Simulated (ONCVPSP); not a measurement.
# Ti (Z = 22), ONCV: configuration errors across variants

titanium (Ti), optimised norm-conserving Vanderbilt (ONCV), made with ONCVPSP 4.0.1 (revPBE, fully relativistic). Core [Ne], reference 3s2 3p6 3d2.5 4s1.5. Waves: 3s+4s: rc 1.45 bohr, ncon 4, nbas 7, qcut 6.5 1/bohr, 2 projectors; 3p: rc 1.65 bohr, ncon 4, nbas 9, qcut 7.6 1/bohr, 2 projectors, debl 1.7 Ha; 3d: rc 2.45 bohr, ncon 4, nbas 9, qcut 7 1/bohr, 2 projectors, debl 2 Ha. Local part: polynomial inside 1.10 bohr (lpopt 5, dvloc0 0 Ha). Core correction: polynomial model core, fcfact 0.3.

Open shells are filled in proportion to 2j + 1.

All-electron excitation energies from the reference (eV): (1) 3s2 3p6 3d2 4s2 -0.355; (2) 3s2 3p6 3d2 4s1 6.923; (3) 3s2 3p6 3d2 4s0 20.355; (4) 3s2 3p6 3d1 4s2 9.333.

1 further variants failed, have other tests or another functional or relativity, and are left out.

Errors AE − PS in meV (a dash: test not solved or not reliable):

```csv
change,(1),(2),(3),(4),bound ghosts,GHOST(+) flags above zero
base,+22,+11,-2.7,+340,none,none
p: qcut 7.4,+22,+11,-2.7,+340,none,none
"all radii but the core radius scaled by about 1.11 (s 1.60, p 1.82, d 2.72 bohr); local potential polynomial inside 1.22 bohr (lpopt 5, dvloc0 0 Ha)",+29,+15,-6.4,+444,none,none
core correction none,+22,+11,-2.3,+343,none,none
"local potential polynomial inside 1.10 bohr (lpopt 5, dvloc0 -2 Ha)",+22,+11,-1.7,+340,none,none
"s: ncon 3, nbas 6",+22,+11,-2.9,+340,none,none
s: qcut 6.2; p: qcut 7.2; d: qcut 6.7,+24,+12,-3.3,+367,none,none
d: qcut 6.9,+22,+11,-2.9,+348,none,none
```

Give the same row for: s: rc 1.04; local potential polynomial inside 1.04 bohr (lpopt 5, dvloc0 0 Ha).

+22, +11, -2.1, +346; bound ghosts: none; GHOST(+) flags above zero: s.
